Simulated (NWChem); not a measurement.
C₃H₂O₃; SMILES C=C1OC(=O)O1

```xyz
8

C      0.0000     0.0000    -2.2061
C      0.0000     0.0000    -0.8887
O      0.0000     1.0036     0.0525
C      0.0000     0.0000     0.9909
O      0.0000     0.0000     2.1617
O      0.0000    -1.0036     0.0525
H      0.0000    -0.9460    -2.7452
H      0.0000     0.9460    -2.7452
```
Atoms are numbered in this order, from 1.

Program: NWChem. Pople sets run with spherical d functions. Structure relaxed at the PBE0/def2-SVP level. Atomic charges in e: unrestrained fits to the electrostatic potential beside Mulliken populations; buried atoms are poorly determined by the fit.

Task: Estimate the computed values for Hartree-Fock/6-31G*. Quantities: ESP C1; Mulliken C1; ESP C2; Mulliken C2; ESP O3; Mulliken O3; ESP C4; Mulliken C4; ESP O5; Mulliken O5; relative RMS misfit of the potential (%).

Result: 
| Property | Result |
|---|---|
| ESP C1 | -0.75 |
| Mulliken C1 | -0.58 |
| ESP C2 | 0.71 |
| Mulliken C2 | 0.81 |
| ESP O3 | -0.48 |
| Mulliken O3 | -0.62 |
| ESP C4 | 0.98 |
| Mulliken C4 | 1.04 |
| ESP O5 | -0.53 |
| Mulliken O5 | -0.50 |
| relative RMS misfit of the potential (%) | 25 |
